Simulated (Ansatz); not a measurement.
The cation of AlCl3H4OSi, SMILES `[SiH3][OH+][Al-]([Cl])([Cl])[Cl]` at the neutral geometry.

```yaml
crystal:
  periodic: [false, false, false]
  atoms:
    - {symbol: Si, position_ang: [0.389210, -1.328996, 0.832079]}
    - {symbol: O, position_ang: [0.651098, 0.141552, -0.012453]}
    - {symbol: Al, position_ang: [-0.674234, 1.298417, -0.763572]}
    - {symbol: Cl, position_ang: [-2.153236, -0.133353, -1.236692]}
    - {symbol: Cl, position_ang: [0.490988, 2.075101, -2.343899]}
    - {symbol: Cl, position_ang: [-1.172236, 2.619518, 0.789668]}
    - {symbol: H, position_ang: [1.644408, -1.553057, 1.583492]}
    - {symbol: H, position_ang: [0.152589, -2.408196, -0.145491]}
    - {symbol: H, position_ang: [-0.763341, -1.059893, 1.706313]}
    - {symbol: H, position_ang: [1.517754, 0.297805, -0.406545]}
basis:
  gaussian: {orbitals: def2-TZVPP}
total_charge: 1
magnetization: {spin_polarized: true, initial_magnetization: 1}
hamiltonian: {xc: {name: wB97X-V}}
```

```sh
$ ansatz run in.yaml --threads 2 --pin off --events-out ev --progress --plain --max-ram 32768MiB --backend cpu
```

It prints (some lines left out):

```
Functional definition: wB97X-V
1896 factors; their error is unknown
349 factors; integrals over basis functions are off by at most 1.7e-5 eV
mean field evaluation 1: about -54136.6122 eV, gradient 4.4e1 eV
mean field evaluation 2: about -54136.6493 eV, gradient 4.9e1 eV
mean field evaluation 4: about -54144.9636 eV, gradient 2.6e0 eV
mean field evaluation 8: about -54145.3071 eV, gradient 6.0e-1 eV
mean field evaluation 16: about -54145.5353 eV, gradient 4.1e-1 eV
mean field evaluation 32: about -54145.6352 eV, gradient 1.8e0 eV
mean field -54145.65970887 eV, -1989.8162930546 hartree, gradient 3.1e-6 eV, S^2 0.760009; 6 other end points of the search recorded, 0 dependent functions left out
reference -54145.65970658 eV, -1989.8162929703 hartree; 45, 44 occupied and 252, 253 virtual orbitals, 1896 factors
Total energy: -54145.65970658 eV, -1989.8162929703 hartree
```

It took 5.2 min on 2 threads of a server CPU on a shared host, with 2.7 GiB of host memory at the peak.
